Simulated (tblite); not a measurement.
Compound: C5H6OS.
Structure used (GFN2-xTB), in Å, numbered top down from 1:
```
atom  x, y, z in Å
C1    -1.5912   -2.1200   -0.0929
C2    -1.2231   -0.9923    0.1028
C3    -0.7194    0.2933    0.3410
C4    -1.3160    1.4504    0.1002
S5     0.9620    0.3300    1.1118
C6     1.7853   -0.2909   -0.4255
O7     1.3061    1.7466    1.2135
H8    -1.9479   -3.0914   -0.2644
H9    -0.7971    2.3632    0.3478
H10   -2.2973    1.5270   -0.3366
H11    1.3953   -1.2777   -0.6470
H12    2.8517   -0.3371   -0.2301
H13    1.5872    0.3993   -1.2383
```

All values are computed: GFN2-xTB (tblite) harmonic vibrations without scaling, gas phase. This tight-binding method is rough: wavenumbers can miss measured ones by several per cent, in bad cases by 10 to 20. One conformer, not necessarily the lowest.

Harmonic wavenumbers (cm⁻¹): 56.8, 119.3, 150.4, 175.7, 231.4, 260.1, 320.5, 387.7, 409.4, 497.3, 573.2, 630.7, 664.3, 673.3, 718.2, 884.6, 885.5, 903.5, 904.3, 1117.6, 1138.1, 1280.6, 1376.4, 1436.1, 1449.8, 1671.6, 2240.0, 3053.1, 3064.5, 3075.4, 3088.9, 3122.9, 3396.8.

A = 3641, B = 1760, C = 1369 MHz; mass 114.014 u (most abundant isotopes); point group C1, symmetry number 1.

Zero-point energy?

Half the sum of the wavenumbers: 19979 cm⁻¹ = 239.00 kJ/mol.

Entropy at 298.15 K, 1 bar (ideal gas, RRHO, classical rotation)?

Translation 167.93, rotation 117.13, vibration 95.39: S = 380.5 J/(mol K).

And Cp and H(298.15 K) − H(0)?

Cp = 136.75 J/(mol K), of which vibrations give 103.50 (their classical limit is 33 R = 274.4); H(298.15 K) − H(0) = 25.58 kJ/mol without the zero-point energy, 15.67 from vibrations.

Which modes carry the vibrational entropy at 298.15 K?

56.8 cm⁻¹: 19.10; 119.3 cm⁻¹: 13.02; 150.4 cm⁻¹: 11.16; 175.7 cm⁻¹: 9.93; 231.4 cm⁻¹: 7.82; 260.1 cm⁻¹: 6.95 J/(mol K); the other 27 give 27.41 together.

What must be added to the electronic energy to get the Gibbs energy at 298.15 K and 1 bar?

ZPE + [H(298.15 K) − H(0)] − T·S = 239.00 + 25.58 − 113.43 = 151.15 kJ/mol.

How do the functions run with temperature in this model?

```
T (K)  S (J/(mol K))  Cp (J/(mol K))  H − H(0) (kJ/mol)  G − H(0) (kJ/mol)  ln q(vib)
  100          272.8            69.1               4.85             -22.43       1.06
  200          332.3           105.8              13.64             -52.82       3.07
  300          381.3           137.3              25.84             -88.55       5.19
  500          463.0           182.9              58.22            -173.29       9.33
  800          558.6           223.1             119.69            -327.18      14.96
 1000          610.4           240.8             166.18            -444.20      18.30
```

q(vib) and H(0) count from the zero-point level.

Blend soft modes into free rotors: weight 1/[1 + (100 cm⁻¹/ν̃)⁴] for the oscillator and the rest for a rotor with moment μB/(μ + B), μ = h/(8π²ν), B = 10⁻⁴⁴ kg m². What vibrational entropy results?

90.35 J/(mol K) in place of 95.39, which changes −T·S at 298.15 K by +1.50 kJ/mol.

Hindered rotation and anharmonicity are outside this model. Other conformers, if any are populated, would add a mixing term that is left out. The structure is chiral; the term R ln 2 for an equal mix with its mirror image is left out.
